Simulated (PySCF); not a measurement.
Isomers of C6H13NO2Si, one GFN2-xTB conformer each. Single-point energies are computed at PBE0/pcSseg-1 (PySCF, gas phase, no added dispersion term), electronic only.

Problem. Rank them by PBE0/pcSseg-1 energy, lowest first (kJ/mol).
A. `[CH3:1][CH2:2][CH2:3][O:4][Si@@:5]([CH3:6])([C:7]#[N:8])[O:9][CH3:10]` with C1–C2–C3–O4 -68°, C2–C3–O4–Si5 159°, C3–O4–Si5–C6 -55°, O4–Si5–O9–C10 -176°
B. `[CH3:1][CH2:2][CH2:3][C@@H:4]1[CH2:5][Si@H:6]([C:7]([NH2:8])=[O:9])[O:10]1` with C1–C2–C3–C4 178°, C2–C3–C4–C5 -74°, C5–Si6–C7–N8 -73°, Si6–C7–N8–H -9° and -175°
C. `[CH2:1]=[C:2]([O:3][SiH2:4][OH:5])[N:6]1[CH2:7][CH2:8][CH2:9][CH2:10]1` with C1–C2–O3–Si4 1°, C2–O3–Si4–O5 -178°, O3–Si4–O5–H -37°, C1–C2–N6–C7 20°, C2–N6–C7–C8 153°, N6–C7–C8–C9 26°, C7–C8–C9–C10 -38°, C8–C9–C10–N6 36°

Solution. A (0.0), C (59.3), B (85.5).

As drawn, the lowest has a C≡N group, which the highest lacks; the highest has a four-membered ring, a C=O bond and an N–H bond, which the lowest lacks. GFN2-xTB itself gives, in the same order: 199.6, 0.0, 234.5. GFN2-xTB puts C=C(O[SiH2]O)N1CCCC1 lowest instead; measured from each level's own lowest isomer, the values differ by up to 199.6 kJ/mol (CCCO[Si@@](C)(C#N)OC: 199.6 against 0.0).

Problem. Which frontier levels, dipoles and rotational constants go with these structures?

Solution. 
```json
{"SMILES": "CCCO[Si@@](C)(C#N)OC", "HOMO (eV, PBE0/pcSseg-1)": "-8.49", "LUMO (eV)": "-0.34", "dipole (D)": "3.45", "A, B, C (MHz)": "1534, 671.0, 575.8"}
{"SMILES": "C=C(O[SiH2]O)N1CCCC1", "HOMO (eV, PBE0/pcSseg-1)": "-5.46", "LUMO (eV)": "0.89", "dipole (D)": "2.75", "A, B, C (MHz)": "2489, 601.8, 499.3"}
{"SMILES": "CCC[C@@H]1C[Si@H](C(N)=O)O1", "HOMO (eV, PBE0/pcSseg-1)": "-6.95", "LUMO (eV)": "-0.73", "dipole (D)": "3.53", "A, B, C (MHz)": "2426, 517.9, 477.1"}
```
